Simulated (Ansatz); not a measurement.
Basis-set series for CH7ClO5W, SMILES `C[O][W]([OH])([OH])([OH])([OH])[Cl]`. The species carries charge 0 and has multiplicity 1. W takes the def2 core potential. The geometry is a stationary point of PBE0-D4/def2-TZVP. It is one conformer, not always the lowest.

```xyz
15

C     0.365   -2.252    0.648
O    -0.064   -1.237   -0.208
W    -0.208    0.613   -0.263
O     0.659    1.074   -1.890
O    -1.833    0.485   -1.193
O    -0.411    2.469    0.148
O    -0.740    0.489    1.549
Cl    2.087    0.619    0.526
H    -0.098   -2.112    1.630
H     0.080   -3.221    0.235
H     1.452   -2.192    0.754
H     1.609    1.225   -1.877
H    -2.129   -0.316   -1.633
H    -0.092    3.080   -0.524
H    -0.679    1.275    2.099
```

```tsv
functional	basis	functions	energy (Eh)	HOMO (eV)	LUMO (eV)
PBE0-D4	def2-TZVPP	382	-945.56922	-8.07	-2.63
PBE0-D4	def2-QZVPP	703	-945.60688	-8.12	-2.69
ωB97M-V	def2-TZVPP	382	-945.91634	-10.38	-0.60
ωB97M-V	def2-QZVPP	703	-945.95244	-10.43	-0.68
```

(1) Give the rows for def2-SVP. (Estimate.)

## Answers

(1) Ansatz gave: 
```tsv
functional	basis	functions	energy (Eh)	HOMO (eV)	LUMO (eV)
PBE0-D4	def2-SVP	169	-944.87417	-7.97	-2.64
ωB97M-V	def2-SVP	169	-945.20806	-10.24	-0.61
```
